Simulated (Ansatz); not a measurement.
Program: Ansatz. Geometries: PBE0-D4/def2-TZVP. ΔE: electronic, gas phase. CCSD(T)/CBS is the MP2 limit (def2-TZVPP, def2-QZVPP) plus CCSD(T) − MP2 in def2-TZVPP, frozen cores. Functionals use def2-TZVPP. HSE06 is defined as in plane-wave codes. Each species was taken in one conformer, which may not be the lowest.

Reaction (formal exchange of groups at a B–C bond): `BC[SiH](F)Cl` + `B1[SiH2]S1` → `B[SiH]1BS1` + `C[SiH](F)Cl`

CCSD(T)/CBS gives +17.8 kJ/mol.

Problem. Another level gave +7.1 kJ/mol. Which?
A. BLYP/def2-TZVPP
B. SCS-MP2/def2-TZVPP
C. CCSD(T)/def2-TZVPP
D. HSE06/def2-TZVPP

Solution. A. BLYP 7.1, HSE06 11.7, SCS-MP2/def2-TZVPP 23.6, CCSD(T)/def2-TZVPP 17.7 kJ/mol.

Largest T1 diagnostic among the species: 0.020.

From r2SCAN to r2SCAN0 (25 % exact exchange), in def2-TZVPP and without D4, ΔE moves by +4.8 kJ/mol. Leaving LDA and LC-ωPBE aside and taking each functional with its dispersion term where it has one, the values, not all of them listed here, spread over 16.9 kJ/mol, from PBE-D4 to ωB97M-V. LDA lies +5.5 kJ/mol from PBE without D4.
